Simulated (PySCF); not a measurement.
Results of a calculation; reference values are marked as such.
**Si2H6NO2**

The system: Si2H6NO2, a small molecule (built as: Si site whose three back bonds go to OSiH3, OH, H; end group NH); neutral, doublet. The structure, one conformer, was relaxed in the gas phase by PBE0-D3(BJ)/def2-SVP. No frequency run checks that it is a minimum.

SMILES: [NH][SiH](O)O[SiH3]

```csv
atom,x (Å),y (Å),z (Å)
Si1,-0.257,-1.076,0.406
O2,0.139,-0.072,-0.840
Si3,0.042,1.551,-1.209
O4,-1.009,-0.134,1.541
N5,1.104,-1.857,1.183
H6,-1.124,-2.166,-0.115
H7,0.630,1.735,-2.566
H8,0.818,2.360,-0.223
H9,-1.378,2.007,-1.215
H10,-0.861,-0.380,2.459
H11,1.929,-1.998,0.587
```

EPR values by unrestricted B3LYP, IGLO-III on N O Si, pcH-1 on H.

(1) Predict g and the largest hyperfine couplings. Where does the spin sit?

(2) How do the isotropic couplings move with BHandHLYP?

## Answers

(1) g = 2.0022, 2.0036, 2.0096. The spin sits on N5 (100 %, bonded to 1 Si + 1 H) by Mulliken populations.
```csv
atom,isotope,isotropic (MHz),"dipolar, principal values (MHz)"
N5,14N,27.0,"-41.3, -40.7, 82.0"
H11,1H,-57.5,"-51.0, -8.1, 59.1"
H6,1H,60.7,"-4.8, -1.5, 6.4"
Si1,29Si,38.1,"-2.1, 0.4, 1.7"
O4,17O,-2.7,"-5.1, 2.4, 2.7"
H10,1H,-1.1,"-3.9, -2.3, 6.2"
```

(2) N5 27.0 to 35.8 MHz, H11 -57.5 to -66.1 MHz, H6 60.7 to 50.2 MHz, Si1 38.1 to 45.1 MHz.
